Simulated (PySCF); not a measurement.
## Spin-rotation constants: SMILES CC(C)=C(Br)C#N, C$_{5}$H$_{6}$BrN

Molfile (atoms numbered from 1):
```
C5H6BrN
     RDKit          3D

 13 12  0  0  0  0  0  0  0  0999 V2000
   -0.2281    1.3567   -0.3512 C   0  0  0  0  0  0  0  0  0  0  0  0
   -0.1352   -0.0985   -0.0177 C   0  0  0  0  0  0  0  0  0  0  0  0
   -1.4066   -0.8700   -0.0942 C   0  0  0  0  0  0  0  0  0  0  0  0
    1.0412   -0.6348    0.3375 C   0  0  0  0  0  0  0  0  0  0  0  0
    1.2648   -2.4933    0.7857 Br  0  0  0  0  0  0  0  0  0  0  0  0
    2.2442    0.0867    0.4363 C   0  0  0  0  0  0  0  0  0  0  0  0
    3.2400    0.6480    0.5297 N   0  0  0  0  0  0  0  0  0  0  0  0
   -1.0096    1.8221    0.2483 H   0  0  0  0  0  0  0  0  0  0  0  0
    0.7112    1.8755   -0.1776 H   0  0  0  0  0  0  0  0  0  0  0  0
   -0.5035    1.4744   -1.3995 H   0  0  0  0  0  0  0  0  0  0  0  0
   -1.2302   -1.9405   -0.1581 H   0  0  0  0  0  0  0  0  0  0  0  0
   -1.9895   -0.5496   -0.9555 H   0  0  0  0  0  0  0  0  0  0  0  0
   -2.0030   -0.6763    0.7988 H   0  0  0  0  0  0  0  0  0  0  0  0
  1  2  1  0
  2  3  1  0
  2  4  2  3
  4  5  1  0
  4  6  1  0
  6  7  3  0
  1  8  1  0
  1  9  1  0
  1 10  1  0
  3 11  1  0
  3 12  1  0
  3 13  1  0
M  END
```

Computed with GIAO CAM-B3LYP/pcSseg-1 magnetisability, rotational g tensor and spin-rotation constants, non-relativistic, gas phase (PySCF 2.14.0). Geometry: GFN2-xTB.

The calculation is non-relativistic, which matters for the atoms heavier than Zn.

Give the nuclear spin-rotation constants along the inertial axes (H = +C I·J) beside the isotropic shieldings.

Rotational constants 2.2139, 1.4189, 0.8740 GHz. A star marks the isotopologue with that one atom substituted, in its own axes.
| atom | isotope | Caa (kHz) | Cbb (kHz) | Ccc (kHz) | mean (kHz) | σ (ppm) |
| --- | --- | --- | --- | --- | --- | --- |
| Br5 | 79Br | 1.192 | 3.645 | 2.061 | 2.299 | 1930.3 |
| N7 | 14N | 0.465 | 0.093 | 0.202 | 0.253 | -57.5 |
| H8 | 1H | -0.161 | -0.124 | -0.033 | -0.106 | 29.8 |
| H9 | 1H | -0.195 | 0.037 | -0.102 | -0.087 | 28.9 |
| H10 | 1H | -0.173 | -0.146 | -0.015 | -0.111 | 29.8 |
| H11 | 1H | 0.035 | -0.131 | -0.090 | -0.062 | 28.9 |
| H12 | 1H | -0.143 | -0.094 | -0.061 | -0.100 | 30.0 |
| H13 | 1H | -0.253 | -0.124 | 0.001 | -0.125 | 29.8 |
| C1 | 13C* | 0.311 | 0.236 | 0.140 | 0.229 | 158.5 |
| C2 | 13C* | 1.106 | 0.712 | 0.117 | 0.645 | 12.7 |
| C3 | 13C* | 0.366 | 0.196 | 0.136 | 0.233 | 160.3 |
| C4 | 13C* | 0.724 | 0.465 | 0.168 | 0.453 | 75.7 |
| C6 | 13C* | 0.963 | -0.004 | 0.407 | 0.456 | 64.3 |

For the geometry as given, no vibrational averaging.

How do the rotational constants and the g tensor change when H8, H9, H10, H11, H12, H13 are replaced by deuterium?

Constants 2.0039, 1.2754, 0.7946 GHz; g -0.0238, -0.0062, -0.0063, against -0.0247, -0.0075, -0.0067 before.
